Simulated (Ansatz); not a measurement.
Ansatz (a first-principles code) input (B2GP-PLYP/def2-TZVPD):

Ansatz 0.2 input:
```yaml
crystal:
  periodic: [false, false, false]
  atoms:
    - {symbol: Br, position_ang: [1.41716673, -0.36889628, 0.18116715]}
    - {symbol: C, position_ang: [-0.33473861, 0.22007788, -0.06385451]}
    - {symbol: C, position_ang: [-0.83817526, 1.46128314, -0.30409569]}
    - {symbol: C, position_ang: [-2.23530051, 1.22827192, -0.38816669]}
    - {symbol: C, position_ang: [-2.50754714, -0.07440701, -0.20535820]}
    - {symbol: O, position_ang: [-1.30366147, -0.72411338, 0.00182833]}
    - {symbol: H, position_ang: [-0.28793994, 2.37909903, -0.40185703]}
    - {symbol: H, position_ang: [-3.38903451, -0.68617769, -0.18476930]}
basis:
  gaussian:
    orbitals: def2-TZVPD
hamiltonian:
  xc: {name: B2GP-PLYP}
magnetization: {spin_polarized: true, initial_magnetization: 1}
correlation: {electrons: outside_noble_gas}
```

Output:

```
Functional definition: B2GP-PLYP
integrals: 0.64 GiB planned
1699 factors; integrals over basis functions are off by at most 1.1e-3 eV
0.44 GiB of the device are held for the grids
2.09 GiB of device memory are held for the factors and their scratch space
mean field: 2.76 GiB planned
mean field evaluation 1: about -76230.9781 eV, gradient 3.6e1 eV
mean field evaluation 2: about -76231.1388 eV, gradient 3.6e1 eV
mean field evaluation 4: about -76236.8438 eV, gradient 1.4e1 eV
mean field evaluation 8: about -76238.3723 eV, gradient 8.4e-1 eV
mean field evaluation 16: about -76238.4088 eV, gradient 3.5e-2 eV
mean field evaluation 32: about -76238.4088 eV, gradient 3.2e-4 eV
mean field evaluation 64: about -76239.8316 eV, gradient 1.2e-1 eV
mean field -76239.83173496 eV, -2801.7621390457 hartree, gradient 6.0e-6 eV, S^2 0.790795; 5 other end points of the search recorded, 0 dependent functions left out
19 core orbitals not correlated
reference -76239.83186433 eV, -2801.7621438001 hartree; 16, 15 occupied and 228, 229 virtual orbitals, 1699 factors
second order -30.94878377 eV of doubles, -0.00000000 eV of singles
Total energy: -76250.97342649 eV, -2802.1715886573 hartree
```

It need not be the lowest isomer of its formula.
